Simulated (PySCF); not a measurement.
Method: PySCF with M06-2X/def2-TZVP // B3LYP-D3(BJ)/def2-SVP. All species are isolated molecules in the gas phase. One relaxed conformer stands for a flexible species; it need not be the lowest. Excitations are Tamm–Dancoff values on a coarser integration grid. The basis has no diffuse functions, so Rydberg states are missing or too high.

Reference species (SMILES): `c1c(nc2ccccc2c1)B` (neutral, multiplicity 1).

- LUMO = -1.74 eV
- T1 excitation (TDA) = 3.02 eV
- brightest of the four lowest singlets (TDA) = 4.61 eV

Changed species: `Bc1ccc2ncccc2c1`.

What does the change do to the LUMO, T1 excitation (TDA) and brightest of the four lowest singlets (TDA)?

the LUMO rises by 0.11 eV, to -1.63 eV; the T1 excitation (TDA) goes up by 0.18 eV, to 3.20 eV; the brightest of the four lowest singlets (TDA) increases by 0.15 eV, to 4.76 eV.
